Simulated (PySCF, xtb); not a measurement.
C₂H₄F₂, SMILES FCCF.

GFN2-xTB run with xtb at its own geometry gives an orbital gap of 13.14 eV and a dipole moment of 3.02 D.

The structure is a stationary point at PBE-D3(BJ)/def2-SVP. The values are those of a single conformer.

Question: What does M06-2X/def2-TZVPD (PySCF) give? (Estimate from the structure and the level; the computed values follow.)

Answer: gap 11.64 eV (levels -11.26 and 0.37 eV), dipole 2.74 D.
